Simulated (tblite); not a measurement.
C5H10Cl2OSi2.
Geometry (GFN2-xTB, Å), atoms numbered from 1 in this order:
```
atom  x, y, z in Å
O1    -2.4277    1.0300    0.6423
C2    -2.3609   -0.2664    0.0815
C3    -1.0334   -0.8874    0.5047
C4     0.0820    0.0164    0.1199
C5     1.3609   -0.2949   -0.1542
C6     1.9604   -1.6393   -0.1592
Cl7    1.2612   -2.6670   -1.4615
Cl8    1.7350   -2.4854    1.4072
Si9    2.2091    1.3746   -0.5349
Si10  -0.0226    1.9131   -0.0297
H11   -3.1989    1.4916    0.3005
H12   -2.4021   -0.2108   -1.0149
H13   -3.2029   -0.8774    0.4335
H14   -1.0261   -0.9971    1.5936
H15   -0.9358   -1.8801    0.0610
H16    3.0352   -1.6216   -0.3420
H17    3.3471    1.6014    0.3664
H18    2.7941    1.3543   -1.8833
H19   -0.8534    2.4140   -1.1326
H20   -0.3265    2.6425    1.1984
```

Computed with GFN2-xTB (tblite): harmonic, unscaled wavenumbers at the GFN2-xTB geometry, gas phase. Against measured fundamentals such values can be off by several per cent, at times by over 20. Modes of hydrogen on silicon can be 10 to 20 % off. One conformer, not necessarily the lowest.

Harmonic wavenumbers (cm⁻¹): 34.7, 60.0, 94.0, 104.7, 117.9, 145.1, 180.8, 194.4, 276.7, 298.5, 308.1, 338.4, 353.3, 393.4, 420.9, 424.5, 456.7, 519.2, 542.3, 556.7, 572.9, 585.1, 658.6, 664.4, 681.0, 767.3, 810.4, 822.7, 878.1, 957.4, 1027.5, 1063.8, 1095.6, 1141.3, 1162.2, 1184.1, 1203.6, 1217.6, 1248.8, 1311.2, 1361.0, 1434.9, 1487.0, 1619.7, 2160.3, 2176.1, 2194.2, 2250.1, 2881.0, 2908.3, 2947.0, 2956.4, 2978.8, 3565.8.

A = 894.3, B = 531.8, C = 423.9 MHz; mass 211.965 u (most abundant isotopes); point group C1, symmetry number 1.

Task: What is the zero-point energy?

Result: ½Σν̃ = 28897 cm⁻¹ = 82.62 kcal/mol.

Task: Entropy at 200 K, 1 bar (ideal gas, RRHO, classical rotation)?

Result: Translation 40.00, rotation 30.55, vibration 28.05: S = 98.6 cal/(mol K).

Task: And Cp and H(200 K) − H(0)?

Result: Cp = 38.69 cal/(mol K), of which vibrations give 30.74 (their classical limit is 54 R = 107.3); H(200 K) − H(0) = 4.66 kcal/mol without the zero-point energy, 3.07 from vibrations.

Task: Blend soft modes into free rotors: weight 1/[1 + (100 cm⁻¹/ν̃)⁴] for the oscillator and the rest for a rotor with moment μB/(μ + B), μ = h/(8π²ν), B = 10⁻⁴⁴ kg m². What vibrational entropy results?

Result: 26.03 cal/(mol K) in place of 28.05, which changes −T·S at 200 K by +0.40 kcal/mol.

Task: Which modes carry the vibrational entropy at 200 K?

Result: 34.7 cm⁻¹: 4.75; 60.0 cm⁻¹: 3.67; 94.0 cm⁻¹: 2.80; 104.7 cm⁻¹: 2.60; 117.9 cm⁻¹: 2.37; 145.1 cm⁻¹: 1.99 cal/(mol K); the other 48 give 9.86 together.

Hindered rotation and anharmonicity are outside this model. Other conformers, if any are populated, would add a mixing term that is left out. The structure is chiral; the term R ln 2 for an equal mix with its mirror image is left out.

The run took 2.6 s on one thread of an Arm Neoverse N1 (shared host). The figure is for the frequency step alone.
